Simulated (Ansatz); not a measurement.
Geometry optimisation, Ansatz, RKS PBE-D4/def2-mTZVP.

The input (input.yaml):

```yaml
crystal:
  periodic: [false, false, false]
  atoms:
    - { symbol: O, position_ang: [-0.1595, 0.5182, -1.7211] }
    - { symbol: Si, position_ang: [-0.1089, 0.4364, -0.0255] }
    - { symbol: C, position_ang: [0.8888, -1.0504, 0.4164] }
    - { symbol: Ga, position_ang: [-0.8328, 0.1563, 1.7442] }
    - { symbol: H, position_ang: [-0.8395, 1.3006, -1.9074] }
    - { symbol: H, position_ang: [0.5258, 1.6671, 0.5172] }
    - { symbol: H, position_ang: [0.3957, -1.974, 0.1678] }
    - { symbol: H, position_ang: [1.9206, -1.0054, -0.1307] }
    - { symbol: H, position_ang: [-1.7017, -0.0951, 0.922] }
basis:
  gaussian: { orbitals: def2-mTZVP }
hamiltonian:
  xc: pbe
  dispersion: d4
relax:
  f_tol: 0.015
  max_steps: 40
```

Launched with:

```bash
$ ansatz run input.yaml --threads 2 --pin off --max-ram 3072MiB --backend cpu --events-out ev --progress --plain --runs-dir out
```

Where does it end, and by what steps?

The run converged. The force dipped under the threshold on the way, but the program's further checks kept it going. After 19 steps the energy has fallen by 8.209 eV; Ga4 moved furthest, 2.00 Å. The start is strongly strained (largest force component 18 eV/Å), so its close contacts needn't be bonds. Parted: Si2–Ga4, Ga4–H9. Joined: Si2–H9, C3–Ga4.

| step | energy less start (eV) | largest force component (eV/Å) | accepted |
| --- | --- | --- | --- |
| 0 | 0.0000 | 17.837 | yes |
| 1 | -3.9937 | 8.401 | yes |
| 2 | -6.1069 | 3.355 | yes |
| 3 | -7.0625 | 1.205 | yes |
| 4 | -7.5541 | 0.843 | yes |
| 5 | -7.7732 | 0.604 | yes |
| 6 | -7.9082 | 0.331 | yes |
| 7 | -8.0030 | 0.368 | yes |
| 8 | -8.0846 | 0.155 | yes |
| 9 | -8.1127 | 0.804 | yes |
| 10 | -8.1795 | 0.237 | yes |
| 11 | -8.2018 | 0.133 | yes |
| 12 | -8.2036 | 0.304 | yes |
| 13 | -8.2077 | 0.070 | yes |
| 14 | -8.2082 | 0.018 | yes |
| 15 | -8.2084 | 0.073 | yes |
| 16 | -8.2088 | 0.006 | yes |
| 17 | -8.2091 | 0.020 | yes |
| 18 | -8.2091 | 0.023 | yes |
| 19 | -8.2092 | 0.013 | yes |

```xyz
9
Properties=species:S:1:pos:R:3
O -0.151 0.501 -1.853
Si -0.322 0.551 -0.178
C 0.523 -0.901 0.600
Ga 0.448 -1.075 2.671
H -0.577 1.228 -2.341
H 0.260 1.834 0.359
H 0.094 -1.842 0.203
H 1.597 -0.899 0.335
H -1.784 0.557 0.187
```

Time of the run: 47 s on 2 threads of Arm Neoverse V2 (shared host), peak memory 0.16 GiB.
